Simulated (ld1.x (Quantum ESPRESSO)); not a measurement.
**silicon: variants of one TM potential**

Base potential:

ld1.x (Quantum ESPRESSO) 7.5 input, shortened:

```
&input
   title='Si', zed=14., rel=1, dft='PZ', iswitch=3,
   config='[Ne] 3s2 3p2 3d-2'
 /
 &inputp
   pseudotype=2, tm=.true., lloc=-1, rcloc=1.75,
   nlcc=.true., rcore=1.20
 /
3
3S  1  0   2.00   0.00  1.90  1.90  0.0
3P  2  1   2.00   0.00  1.95  1.95  0.0
3D  3  2  -2.00   0.45  1.85  1.85  0.0
 &test
   configts(1)='3s2 3p2'
 /
```

All-electron outer shells of the reference configuration (LDA (PZ), scalar-relativistic, ld1.x):

```csv
shell,level (eV),outermost node (bohr),outermost maximum (bohr)
2s,-138.73,0.15,0.45
2p,-95.60,–,0.39
3s,-10.88,0.72,1.77
3p,-4.17,0.72,2.14
```

Cutoffs, loose and tight: the cutoffs (Ry, on a coarse ladder) from which the occupation-weighted sum of valence levels, in a spherical-Bessel basis at the reference potential, stays within 10 and 1 mRy of its value at 400 Ry. They do not see the model core or the augmentation charge, which bear on the density cutoff. Test errors are all-electron minus pseudo excitation energies from the reference, over the configurations 3s2 3p1; 3s2 3p0; 3s1 3p0; 3s1 3p3; 3s1 3p2; 3s2 3p1.5; 3s0 3p4 (two spin-polarised tests are not counted in the largest error). A dash means not determined; rows that change the core or the reference have their own tests.

| change | outcome | cutoff, loose | cutoff, tight | bound ghosts | largest test error (meV) |
| --- | --- | --- | --- | --- | --- |
| base | generated | 15 Ry | 35 Ry | none | +82 |
| wave 3p (bound): rc 1.95 bohr becomes 3p (bound): rc 2.64 bohr | generated | 15 Ry | 35 Ry | none | +67 |
| wave 3d channel at 0.45 Ry: rc 1.85 bohr becomes 3d channel at 3.39 Ry: rc 1.85 bohr | generated | 15 Ry | 35 Ry | none | +82 |
| wave 3d channel at 0.45 Ry: rc 1.85 bohr becomes 3d channel at 0.45 Ry: rc 2.82 bohr | generated | 15 Ry | 35 Ry | none | +82 |
| local potential all-electron potential smoothed inside 1.90 bohr (lloc = -2) | generated | 15 Ry | 35 Ry | none | +70 |
| local potential all-electron potential smoothed inside 1.72 bohr (lloc = -1) | generated | 15 Ry | 35 Ry | none | +83 |
| core correction a·sin(br)/r model core inside 0.96 bohr | generated | 15 Ry | 35 Ry | none | +76 |
| reference 3s1.5 3p2.5 | generated | 15 Ry | 35 Ry | none | +82 |

Question: What comes out with this change to the base: all radii but the core radius scaled by about 0.85 (s 1.62, p 1.66, d 1.58 bohr); local potential all-electron potential smoothed inside 1.50 bohr (lloc = -1)?

Answer: outcome: generated; cutoff, loose: 15 Ry; cutoff, tight: 40 Ry; bound ghosts: none; largest test error (meV): +80.

Question: What comes out with this change to the base: functional Wu–Cohen?

Answer: outcome: generated; cutoff, loose: 15 Ry; cutoff, tight: 35 Ry; bound ghosts: none; largest test error (meV): +59.

Question: What comes out with this change to the base: wave 3s (bound): rc 1.90 bohr becomes 3s (bound): rc 1.44 bohr?

Answer: outcome: generated; cutoff, loose: 30 Ry; cutoff, tight: 70 Ry; bound ghosts: none; largest test error (meV): +84.
